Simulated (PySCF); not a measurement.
# From computed data to an observable: oscillator strength and radiative lifetime

Cl2GeH4OSi, SMILES Cl[SiH](Cl)[O][GeH3].

Geometry: r2SCAN-D4/def2-SVP. This is a generated structure with no PubChem entry under its InChIKey; it may be hypothetical. One conformer was computed; it need not be the lowest.

TDA-PBE/def2-SVPD (PySCF) puts the first singlet state with f over 0.02 at 6.79 eV (vertical), with the transition dipole (0.362, 0.048, -0.247) in atomic units.

Problem. Find the oscillator strength, the wavelength and the radiative lifetime that this transition would have in vacuum if emission retraced absorption.

Solution. 
|μ|² = 0.1944 au, so |μ| = 1.12 D. ΔE = 6.79/27.211 = 0.2495 hartree. f = (2/3) ΔE |μ|² = 0.032 (the program prints 0.032).
λ = 1239.84/6.79 = 183 nm; ν = 54765 cm⁻¹.
Einstein's coefficient A = 0.6670 ν² f s⁻¹ (ν in cm⁻¹) = 6.5e7 s⁻¹, so τ = 1/A = 15 ns. This state is S3; the lower singlets have f = 0.004, 0.007. The figure is the radiative limit of this one transition; relaxation, internal conversion, crossing to triplets and a medium change what is measured.
